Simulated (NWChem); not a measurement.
System: C₃H₂BrF; SMILES FC=C=CBr

```xyz
7

F      0.5691    -3.2456    -0.2840
C     -0.1447    -2.3942     0.4787
C     -0.5080    -1.2064     0.0691
C     -0.8888    -0.0203    -0.2963
Br     0.1713     1.5651     0.0025
H     -0.3825    -2.8088     1.4543
H     -1.8200     0.2121    -0.8010
```
Atoms are numbered in this order, from 1.

Results from NWChem. Geometry optimised at B3LYP/6-31G*; all other runs use it. Pople sets run with spherical d functions. This build's default masses of Se (78.918 u) and Br (79.917 u) are each other's, which moves their modes by up to 0.6 %.

```json
[
 {"quantity": "vertical, lowest excitation, singlet (eV)", "level": "CAM-B3LYP/def2-SVPD, TDA", "value": "5.00"},
 {"quantity": "vertical ionisation energy, ΔSCF (eV)", "level": "CAM-B3LYP/def2-SVP", "value": "(withheld)"},
 {"quantity": "anisotropy (bohr³), static", "level": "CAM-B3LYP/def2-SVPD", "value": "(withheld)"},
 {"quantity": "cavity-dispersion-structure term (kcal/mol) in n-hexane", "level": "B3LYP/6-31G*, SMD", "value": "-2.0"},
 {"quantity": "dipole (D)", "level": "B3LYP/6-31G*", "value": "1.63"},
 {"quantity": "highest harmonic frequency (cm⁻¹)", "level": "B3LYP/6-31G*", "value": "(withheld)"}
]
```

### Question
Complete the blanks.

### Answer

- vertical ionisation energy, ΔSCF (eV), value: 10.12
- anisotropy (bohr³), static, value: 55.4
- highest harmonic frequency (cm⁻¹), value: 3228
